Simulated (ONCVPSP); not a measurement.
## Si (Z = 14): excitation energies, all-electron against ONCV

* Element: Si (Z = 14)
* Generator: ONCVPSP 4.0.1
* Type: optimised norm-conserving Vanderbilt (ONCV)
* Functional: PBE
* Relativity: scalar-relativistic
* Frozen core: [He]
* Valence charge: 12
* Reference configuration: 2s2 2p6 3s2 3p1.75 (charge +0.25)
* Partial waves: 2s+3s: rc 1.10 bohr, ncon 3, nbas 6, qcut 9.8 1/bohr, 2 projectors; 2p+3p: rc 1.15 bohr, ncon 4, nbas 8, qcut 14 1/bohr, 2 projectors; d scattering state at 0.25 Ha: rc 1.20 bohr, ncon 4, nbas 8, qcut 9 1/bohr, 1 projector
* Local potential: polynomial inside 0.70 bohr (lpopt 5, dvloc0 1 Ha)
* Core correction: none

Energies are relative to the spin-unpolarised reference configuration 2s2 2p6 3s2 3p1.75; without spin polarisation the order of configurations can differ from experiment.

```tsv
valence configuration	charge	ΔE all-electron (eV)	error AE − PS (meV)
2s2 2p6 3s2 3p2	0	-1.236	0.0
2s2 2p6 3s2 3p1	+1	6.504	+0.2
2s2 2p6 3s2 3p0	+2	22.497	+2.5
2s2 2p6 3s0 3p4	0	12.543	-0.4
```

Levels in the configuration 2s2 2p6 3s2 3p2:

```json
{"level": "2s", "all-electron (eV)": "-139.500", "pseudo (eV)": "-139.502"}
{"level": "2p", "all-electron (eV)": "-95.559", "pseudo (eV)": "-95.565"}
{"level": "3s", "all-electron (eV)": "-10.813", "pseudo (eV)": "-10.812"}
{"level": "3p", "all-electron (eV)": "-4.081", "pseudo (eV)": "-4.081"}
```
